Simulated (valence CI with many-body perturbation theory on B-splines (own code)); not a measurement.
Level structure of Hf²¹⁺

Computed by relativistic CI+MBPT: five valence electrons over a frozen Dirac-Fock core [Kr] 4d10, a basis of 7 s, 7 p, 7 d, 7 f, 4 g, 2 h functions for each j, with the one-electron correlation potential Σ1, the two-electron term Σ2, the three-electron term Σ3, Breit, model QED; selected CI, second order for the rest, scaled by the run's own slope (own B-spline code, finite nucleus).

No measured levels were compared; by estimate terms of the open shell hold to a few per cent of their energy, and close levels can change places. Core correlation moves these levels by up to 3100 cm⁻¹, and in measured spectra 5 to 20 % of such shifts remained as error; rates that hang on mixing are uncertain with them. Among the levels kept, up to 900 cm⁻¹ of a level comes from second order outside the variational space, and about a tenth of that is noise between levels of different J, which matters for small intervals. Only levels of the ground parity were solved; by the run's estimate the other parity begins above the list, which can be wrong where configurations are misplaced.

Levels 1 to 45 of 52, with energies above the lowest level, 4f⁵ ⁶H°_5/2. "Leading %" is the weight of the configuration and term that name the level; weights of strongly mixed levels are sums over their largest components and can fall short. Lifetimes count E1, E2, E3, M1 and M2 decay at the calculated energies, and are blank where another channel may lead or the interval is too uncertain; long ones can be off by a factor of two.

```
No.  Configuration  Term     J  E (eV)  Leading %  Lifetime  Second component
  1            4f⁵   ⁶H°   5/2  0.0000         78                18 % 4f⁵ ⁴G°
  2            4f⁵   ⁶H°   7/2  0.8913         87   35.2 ms      11 % 4f⁵ ⁴G°
  3            4f⁵   ⁶H°   9/2   1.752         91   30.4 ms       5 % 4f⁵ ⁴G°
  4            4f⁵   ⁶F°   3/2   2.459         78    106 ms      11 % 4f⁵ ⁴F°
  5            4f⁵   ⁶F°   1/2   2.487         87     181 s      11 % 4f⁵ ⁴D°
  6            4f⁵   ⁶F°   5/2   2.535         64   27.1 ms      16 % 4f⁵ ⁴F°
  7            4f⁵   ⁶H°  11/2   2.540         90   41.5 ms       5 % 4f⁵ ⁴I°
  8            4f⁵   ⁶H°  13/2   3.245         84   75.2 ms      12 % 4f⁵ ⁴I°
  9            4f⁵   ⁶F°   7/2   3.292         77   36.1 ms      13 % 4f⁵ ⁴F°
 10            4f⁵   ⁶H°  15/2   3.818         70    261 ms      22 % 4f⁵ ⁴I°
 11            4f⁵   ⁶F°   9/2   4.133         84   48.0 ms       8 % 4f⁵ ⁴F°
 12            4f⁵   ⁶F°  11/2   4.963         86   94.6 ms      13 % 4f⁵ ⁴G°
 13            4f⁵   ⁴G°   5/2   5.038         28   1.96 ms      24 % 4f⁵ ⁶F°
 14            4f⁵   ⁴M°  15/2   5.575         52   22.0 ms      20 % 4f⁵ ²L°
 15            4f⁵   ⁴F°   3/2   5.762         82   3.30 ms      13 % 4f⁵ ⁶F°
 16            4f⁵   ⁴I°   9/2   6.295         77   3.92 ms      14 % 4f⁵ ²H°
 17            4f⁵   ⁴L°  13/2   6.331         40   7.08 ms      28 % 4f⁵ ⁴K°
 18            4f⁵   ⁴K°  11/2   6.376         49   4.51 ms      35 % 4f⁵ ⁴I°
 19            4f⁵   ⁴G°   7/2   6.482         51   2.42 ms      17 % 4f⁵ ⁴F°
 20            4f⁵   ⁴P°   5/2   6.827         31   3.39 ms      22 % 4f⁵ ⁶P°
 21            4f⁵   ⁴M°  17/2   6.944         70   17.9 ms      16 % 4f⁵ ⁴L°
 22            4f⁵   ⁴K°  15/2   7.632         28   4.93 ms      25 % 4f⁵ ⁴M°
 23            4f⁵   ²P°   1/2   7.643         60   3.01 ms      29 % 4f⁵ ⁴D°
 24            4f⁵   ⁴G°   9/2   7.722         59   5.20 ms      22 % 4f⁵ ⁴H°
 25            4f⁵   ⁶P°   3/2   7.815         52   10.6 ms      33 % 4f⁵ ⁴P°
 26            4f⁵   ⁴M°  19/2   7.863         73   68.4 ms      15 % 4f⁵ ⁴L°
 27            4f⁵   ⁴F°   5/2   7.867         62   2.35 ms      23 % 4f⁵ ⁴G°
 28            4f⁵   ⁴L°  13/2   8.229         45   3.94 ms      27 % 4f⁵ ⁴I°
 29            4f⁵   ⁴L°  15/2   8.244         37   4.63 ms      21 % 4f⁵ ²K°
 30            4f⁵   ⁴M°  21/2   8.397         72    543 ms      24 % 4f⁵ ²N°
 31            4f⁵   ⁴H°  11/2   8.454         34   14.4 ms      26 % 4f⁵ ⁴I°
 32            4f⁵   ⁴K°  11/2   8.550         40   2.77 ms      35 % 4f⁵ ⁴I°
 33            4f⁵   ⁴H°   7/2   8.662         57   3.56 ms      21 % 4f⁵ ²G°
 34            4f⁵   ²G°   9/2   8.777         25   2.77 ms      18 % 4f⁵ ⁴F°
 35            4f⁵   ⁴D°   7/2   8.815         42   3.31 ms      25 % 4f⁵ ⁶P°
 36            4f⁵   ⁴K°  13/2   8.818         36   6.22 ms      30 % 4f⁵ ²K°
 37            4f⁵   ⁴L°  17/2   8.819         50   31.4 ms      18 % 4f⁵ ²M°
 38            4f⁵   ⁶P°   5/2   9.201         45   3.16 ms      20 % 4f⁵ ⁴D°
 39            4f⁵   ⁴F°   7/2   9.362         52   3.83 ms      13 % 4f⁵ ⁶P°
 40            4f⁵   ⁴D°   3/2   9.377         61   2.05 ms      16 % 4f⁵ ⁶P°
 41            4f⁵   ⁴H°  13/2   9.425         59   5.42 ms      17 % 4f⁵ ⁴I°
 42            4f⁵   ⁴H°   9/2   9.575         51   2.82 ms      18 % 4f⁵ ⁴G°
 43            4f⁵   ⁴K°  17/2   9.589         54   7.39 ms      25 % 4f⁵ ²L°
 44            4f⁵   ⁴G°   7/2   9.651         68   1.94 ms      15 % 4f⁵ ⁴H°
 45            4f⁵   ⁴G°   5/2   9.961         86   3.64 ms       5 % 4f⁵ ²F°
```

Names give the largest LS component (configuration and term), which can be under half, so a name can repeat, a term be missing and a line seem to break the LS rules; names also repeat where a configuration has a term twice.

Where two levels of one J and parity lie close, their mixing, g and order are uncertain.

The ionisation energy to 4f⁴ ⁵I4 of the next ion comes out as 582.1 eV (NIST: 610 ± 30 eV (theoretical)). All 52 levels together are meant to be complete up to 10.452 eV.
